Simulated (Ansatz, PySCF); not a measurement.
PySCF was given this input:
```python
from pyscf import gto, scf, mp

mol = gto.Mole()
mol.atom = '''
    C    -0.017079    0.137684    1.567119
    C    -0.002588    0.015899    0.238727
    H    -0.019375   -0.900336    2.055516
    C     0.003309    1.253666   -0.640106
    H    -0.005779    2.152562   -0.023252
    H     0.893269    1.292935   -1.287774
    H    -0.872859    1.287990   -1.306587
    C     0.010311   -1.253978   -0.638358
    H     0.006195   -2.152814   -0.015777
    H    -0.867325   -1.302457   -1.302631
    H     0.902155   -1.297503   -1.283782
'''
mol.basis = 'sto-3g'
mol.charge = -1
mol.spin = 0
mol.verbose = 4
mol.build()

mf = scf.RHF(mol)
mf.kernel()

pt = mp.MP2(mf, frozen=4)
pt.kernel()
print('E(MP2) = %.10f' % pt.e_tot)
```

Give the equivalent Ansatz (an electronic-structure program) input.

This is not unique; one that fits is 
Ansatz 0.2 input:
```yaml
crystal:
  periodic: [false, false, false]
  atoms:
    - {symbol: C, position_ang: [-0.01707892, 0.13768366, 1.56711869]}
    - {symbol: C, position_ang: [-0.00258751, 0.01589936, 0.23872691]}
    - {symbol: H, position_ang: [-0.01937530, -0.90033578, 2.05551585]}
    - {symbol: C, position_ang: [0.00330867, 1.25366579, -0.64010594]}
    - {symbol: H, position_ang: [-0.00577892, 2.15256181, -0.02325221]}
    - {symbol: H, position_ang: [0.89326881, 1.29293502, -1.28777368]}
    - {symbol: H, position_ang: [-0.87285877, 1.28799033, -1.30658702]}
    - {symbol: C, position_ang: [0.01031081, -1.25397826, -0.63835837]}
    - {symbol: H, position_ang: [0.00619538, -2.15281432, -0.01577716]}
    - {symbol: H, position_ang: [-0.86732463, -1.30245721, -1.30263128]}
    - {symbol: H, position_ang: [0.90215513, -1.29750313, -1.28378223]}
basis:
  gaussian:
    orbitals: STO-3G
total_charge: -1
magnetization: {spin_polarized: false}
correlation: {method: mp2, electrons: outside_noble_gas}
accuracy: high
```

Both were run: PySCF gave -153.614222 Eh and Ansatz -153.614222 Eh, 0.000 mEh apart.
